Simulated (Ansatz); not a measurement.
Ta(NH)(OH)3 (TaNO3H4). Charge 0, multiplicity 1. Geometry relaxed at PBE0-D4/def2-SVP.

Cartesian coordinates in Å:
```
Ta -0.089 0.173 -0.129
N 0.588 -1.128 0.862
H 0.974 -1.872 1.428
O -0.315 1.736 0.951
H -0.142 1.941 1.872
O -1.782 -0.386 -0.824
H -2.297 -1.191 -0.745
O 1.110 0.548 -1.571
H 1.954 0.179 -1.843
```

In the def2 sets Ta takes a core potential; there is no spin–orbit coupling.

(1) Estimate the harmonic wavenumbers at RKS PBE0-D4/def2-SVP (Ansatz, unscaled). Is this a minimum?

Results:

(1) 179, 179, 198, 216, 216, 333, 352, 353, 464, 466, 518, 621, 622, 714, 718, 718, 1005, 3708, 3966, 3967, 3972 cm⁻¹. Yes, no mode is imaginary beyond noise. Zero-point energy 140.5 kJ/mol. Run time 59 s (4 threads of Arm Neoverse V2 on a shared host).
